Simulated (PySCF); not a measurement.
Exercise with solution: entropy of an ideal gas

C₂H₅ClSe, SMILES CC[Se]Cl.

Geometry: ωB97X-D3(BJ)/def2-SVP. The values are those of a single conformer.

ωB97X-D3(BJ)/def2-SVP in PySCF gives the harmonic wavenumbers 100, 170, 265, 313, 425, 595, 747, 985, 1026, 1090, 1261, 1287, 1406, 1445, 1472, 1487, 3070, 3089, 3161, 3166, 3183 cm⁻¹ and the rotational temperatures 0.2077, 0.1345, 0.0881 K. The molar mass is 143.48 g/mol, the symmetry number 1, the spin multiplicity 1.

Task: Work out the entropy at 298.15 K and 1 atm in the rigid-rotor, harmonic-oscillator model.

Result: 
Translation (Sackur–Tetrode at 1 atm): S = R[1.5 ln M + 2.5 ln T − 1.16487] = 170.7 J/(mol K).
Rotation: q = (√π/σ) T^1.5/√(θA θB θC) = 184000, S = R[ln q + 3/2] = 113.3 J/(mol K).
Vibration: with u = 1.4388 ν/T, each mode gives R[u/(e^u − 1) − ln(1 − e^−u)]:
```tsv
ν (cm⁻¹)	modes	u	S (J/(mol K))
100	1	0.48	14.45
170	1	0.82	10.19
265	1	1.28	6.81
313	1	1.51	5.63
425	1	2.05	3.66
595	1	2.87	1.92
747	1	3.60	1.07
985	1	4.75	0.42
1026	1	4.95	0.35
1090	1	5.26	0.27
1261	1	6.09	0.13
1287	1	6.21	0.12
1406	1	6.78	0.07
1445	1	6.97	0.06
1472	1	7.10	0.06
1487	1	7.18	0.05
```
The stiffer modes add less than 0.005 each. Sum 45.3 J/(mol K).
Spin: R ln 1 = 0.0 J/(mol K).
Total 329.2 J/(mol K); the program's own thermochemistry gives 329.3. Translation makes up 52 % and vibration 14 %. Anharmonicity, hindered rotation and orbital degeneracy are left out.
